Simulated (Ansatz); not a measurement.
B₆⁺: single points at one geometry.

```yaml
crystal:
  periodic: [false, false, false]
  atoms:
    - {symbol: B, position_ang: [0.723701, -0.604893, 0.255388]}
    - {symbol: B, position_ang: [0.108669, 1.016401, 1.019159]}
    - {symbol: B, position_ang: [1.259652, 0.113410, 1.615579]}
    - {symbol: B, position_ang: [-1.317014, -0.166093, -1.564695]}
    - {symbol: B, position_ang: [-0.769661, 0.562182, -0.214270]}
    - {symbol: B, position_ang: [-0.005347, -0.921007, -1.111171]}
basis:
  gaussian: {orbitals: def2-TZVP, initial_orbitals: start.molden}
total_charge: 1
magnetization: {spin_polarized: true, initial_magnetization: 1}
hamiltonian: {xc: pbe0, dispersion: d4}
scf: {omitted_lower_state_checks: [starts]}
output: {orbitals: {seedname: orbitals}}
```

The file start.molden holds the orbitals of an earlier run on this structure, at another level or in another basis.

```sh
$ ansatz run in.yaml --threads 4 --pin off --events-out ev --progress --plain --max-ram 4787MiB
```

Shortened log:

```
Functional definition: PBE0
  name "PBE0"
  cite "Adamo & Barone, J. Chem. Phys. 110, 6158 (1999) doi:10.1063/1.478522"
  cite "Perdew, Burke & Ernzerhof, Phys. Rev. Lett. 77, 3865 (1996) doi:10.1103/PhysRevLett.77.3865"
  parent pbe
  parameter a = 0.25
  parameter kappa = 0.804
  parameter beta = 0.06672455060314922
  exchange = (1 - a)*pbe_x(kappa = kappa, mu = beta*pi^2/3) + a*exact_x
  correlation = pbe_c(beta = beta)
these checks for a lower state are left out or cut short: starts
1014 factors; their error is unknown
mean field evaluation 1: about -4033.5265 eV, gradient 5.4e1 eV
mean field evaluation 2: about -4035.5946 eV, gradient 1.7e0 eV
mean field evaluation 4: about -4035.6248 eV, gradient 3.0e-1 eV
mean field evaluation 8: about -4035.6254 eV, gradient 1.6e-4 eV
mean field -4035.62541903 eV, -148.3064987041 hartree, gradient 2.1e-5 eV, S^2 0.938833; 0 other end points of the search recorded, 0 dependent functions left out
reference -4035.62545504 eV, -148.3065000275 hartree; 15, 14 occupied and 171, 172 virtual orbitals, 1014 factors
Total energy: -4035.76097299 eV, -148.3114802205 hartree
Checks for a lower state left out: starts
```

It took 3 s on 4 threads of Arm Neoverse V2 on a shared host.

The first input with `gaussian: {orbitals: 6-31G}`, `hamiltonian: {xc: {name: B3LYP}, dispersion: d4}` (abridged; 0.8 s):

```
Functional definition: B3LYP
mean field evaluation 16: about -4039.5556 eV, gradient 6.2e-3 eV
mean field -4039.55557905 eV, -148.4509294210 hartree, gradient 2.7e-5 eV, S^2 0.896164
Total energy: -4039.82389510 eV, -148.4607898538 hartree
Checks for a lower state left out: starts
```

As the first input, with `correlation: {method: mp2}` and without the key `hamiltonian` (abridged; 2.5 s):

```
Functional definition: HF
mean field -4014.93778714 eV, -147.5462422548 hartree, gradient 4.9e-6 eV, S^2 1.586998
6 core orbitals not correlated: weight in the atoms' cores, before any rotation towards them, 1.000 or more for the frozen orbitals, at most 0.000 for the correlated occupied ones
second order -12.35283412 eV of doubles, -0.00000000 eV of singles
Total energy: -4027.29062126 eV, -148.0002005358 hartree
Checks for a lower state left out: starts
```

The first input with `hamiltonian: {xc: {name: CAM-B3LYP}, dispersion: d4}` (abridged; 4.5 s):

```
Functional definition: CAM-B3LYP
mean field -4037.68720002 eV, -148.3822677580 hartree, gradient 1.5e-5 eV, S^2 0.978510
Total energy: -4037.82643668 eV, -148.3873846109 hartree
Checks for a lower state left out: starts
```

As the first input, with `gaussian: {orbitals: STO-3G}`, `hamiltonian: {xc: hf}` (abridged; 0.2 s):

```
Functional definition: HF
mean field evaluation 16: about -3962.6582 eV, gradient 3.7e-2 eV
mean field evaluation 32: about -3962.6321 eV, gradient 3.6e-1 eV
mean field -3962.65853634 eV, -145.6250152241 hartree, gradient 9.9e-6 eV, S^2 1.531547
Total energy: -3962.65853634 eV, -145.6250152241 hartree
Checks for a lower state left out: starts
```

The first input with `gaussian: {orbitals: 6-31G}`, `hamiltonian: {xc: hf}` (abridged; 0.3 s):

```
Functional definition: HF
mean field evaluation 16: about -4012.1661 eV, gradient 7.5e-5 eV
mean field -4012.16611263 eV, -147.4443850951 hartree, gradient 5.8e-6 eV, S^2 1.440907
Total energy: -4012.16611263 eV, -147.4443850951 hartree
Checks for a lower state left out: starts
```

The first input with `hamiltonian: {xc: pbe, dispersion: d4}` (abridged; 2.2 s):

```
Functional definition: PBE
mean field -4035.24145478 eV, -148.2923882783 hartree, gradient 1.6e-5 eV, S^2 0.840120
Total energy: -4035.40315117 eV, -148.2983305111 hartree
Checks for a lower state left out: starts
```

Geometry: r2SCAN-D4/def2-SVP.

B3LYP takes the VWN-RPA correlation. Correlated methods freeze 6 core orbitals. At PBE0-D4/def2-TZVP, B3LYP-D4/6-31G, MP2/def2-TZVP, CAM-B3LYP-D4/def2-TZVP and others the charge 1 doublet is spin-contaminated (final ⟨S²⟩ up to 1.59, 0.75 for a pure state). The structure comes from a short search, and lower isomers may exist.
